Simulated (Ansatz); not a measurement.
`OBCl` + `BC#CC` → `BC#CBO` + `CCl` at 400 K and 1 bar (formal exchange of groups at a B–Cl bond).

Gas-phase electronic energies from Ansatz, PBE0-D4/def2-TZVP geometries. CBS: MP2 limit from def2 TZ/QZ plus the TZ coupled-cluster correction, frozen cores. This one scheme is used for every species. Each species was taken in one conformer, which may not be the lowest.

```tsv
species	CCSD(T)/CBS energy (Eh)	H − E (kJ/mol)	S (J/(mol·K))
`OBCl`	-561.03999	93.6	281.2
`BC#CC`	-141.88997	202.9	342.1
`BC#CBO`	-203.26178	182.6	348.7
`CCl`	-499.63220	114.2	247.0
```

H − E and S are ideal-gas, rigid-rotor, harmonic terms from PBE0-D4/def2-TZVP, for one conformer and one mirror image of each species. 1 Eh = 2625.50 kJ/mol, R = 8.31446 J/(mol·K).

Task: By hand: ΔE, ΔH, ΔS and ΔG.

Result: ΔE = (-203.26178) + (-499.63220) − (-561.03999) − (-141.88997) = 0.03598 Eh = 94.5 kJ/mol. Δ(H − E) = 182.6 + 114.2 − 93.6 − 202.9 = 0.3, so ΔH = 94.8 kJ/mol. ΔS = 348.7 + 247.0 − 281.2 − 342.1 = -27.6 J/(mol·K). ΔG = 94.8 − 400 × (-27.6)/1000 = 105.8 kJ/mol.

Task: By hand: the equilibrium constant, and the temperature at which ΔG would vanish if ΔH and ΔS stayed fixed.

Result: log₁₀ K = −ΔG/(RT ln 10) = -13.8. ΔH and −TΔS have one sign here, so there is no such temperature.

ΔH outweighs TΔS. A doubt of 5 kJ/mol in ΔE shifts log₁₀ K by 0.7 here. Other conformers and mirror images would add mixing entropy, several J/(mol·K) or more a flexible species. Modes under 60 cm⁻¹, often nearly free rotors, make the harmonic entropy too high. These are equilibria of isolated gas molecules and say nothing of rates. Largest T1 diagnostic: 0.016 (customary marks: 0.02 for closed shells, 0.045 for open ones).
